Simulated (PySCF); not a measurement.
Potential energy surface of H₃N (cation, charge +1), doublet: map of symmetric stretch and umbrella angle. Scanned: N-H bond length and angle between the N-H bonds and the threefold axis (90 = planar).

Cartesian coordinates as functions of the variables (Å; names that start with a are angles):
```
N  0  0  0
H  r*sin(a)*cos(0*2*pi/3+0)  r*sin(a)*sin(0*2*pi/3+0)  0+r*cos(a)
H  r*sin(a)*cos(1*2*pi/3+0)  r*sin(a)*sin(1*2*pi/3+0)  0+r*cos(a)
H  r*sin(a)*cos(2*2*pi/3+0)  r*sin(a)*sin(2*2*pi/3+0)  0+r*cos(a)
```

Computed with UHF/cc-pVDZ run with PySCF 2.14.0.

Energy in eV above the lowest grid point; x is the N-H bond length (Å), y the angle between the N-H bonds and the threefold axis (90 = planar) (°).

```
y \ x   0.90   0.94   0.99   1.04   1.09   1.13   1.18   1.23   1.27
-----  -----  -----  -----  -----  -----  -----  -----  -----  -----
130    5.307  4.401  3.774  3.576  3.696  3.964  4.459  5.084  5.649
126    4.279  3.408  2.824  2.667  2.826  3.123  3.653  4.309  4.897
122    3.449  2.607  2.057  1.933  2.123  2.444  3.000  3.679  4.285
118    2.790  1.970  1.449  1.351  1.566  1.905  2.481  3.178  3.797
114    2.278  1.477  0.979  0.902  1.136  1.488  2.080  2.790  3.419
110    1.891  1.107  0.627  0.567  0.815  1.178  1.780  2.501  3.136
106    1.611  0.840  0.375  0.328  0.587  0.957  1.568  2.295  2.935
102    1.419  0.658  0.205  0.168  0.435  0.810  1.426  2.158  2.801
98     1.297  0.544  0.099  0.069  0.341  0.720  1.339  2.074  2.718
94     1.230  0.482  0.042  0.016  0.292  0.673  1.294  2.030  2.674
90     1.209  0.463  0.025  0.000  0.277  0.658  1.280  2.016  2.661
```

Points that lie below all their neighbours on the grid: x = 1.04, y = 90 on the edge of the grid (0.000 eV).
